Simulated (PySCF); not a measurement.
In(Cl)(Me)(OH) (CH₄ClInO), SMILES [OH][In]([Cl])[CH3].

Geometry optimised at PBE-D3(BJ)/def2-SVP. The structure was generated by enumeration; whether it is a known compound was not checked. The def2 effective core potentials stand for the cores of In; spin–orbit coupling is left out. One conformer was computed; it need not be the lowest.

Computed with PBE-D3(BJ)/def2-SVP run with PySCF.

Frequencies are harmonic and unscaled.

```csv
mode,ν (cm⁻¹),IR (km/mol),moving atoms (share of kinetic energy)
1,19,0.1,H 98 %
2,90,1.9,"C 44 %, H 21 %, Cl 17 %, In 14 %"
3,111,5.1,"In 31 %, O 25 %, C 21 %, H 14 %, Cl 9 %"
4,114,16.9,"O 58 %, Cl 19 %, In 12 %, H 9 %"
5,332,98.4,H 92 %
6,339,36.6,"Cl 78 %, In 19 %"
7,490,11.2,"C 68 %, H 16 %, In 9 %"
8,582,60.7,"O 80 %, In 15 %"
9,709,19.3,"H 85 %, C 14 %"
10,722,21.4,"H 85 %, C 14 %"
11,813,101.6,H 92 %
12,1131,2.1,"H 83 %, C 17 %"
13,1377,2.0,H 95 %
14,1379,3.4,H 95 %
15,3000,0.9,H 98 %
16,3120,0.0,"H 90 %, C 10 %"
17,3129,0.1,"H 90 %, C 10 %"
18,3701,47.9,H 94 %
```
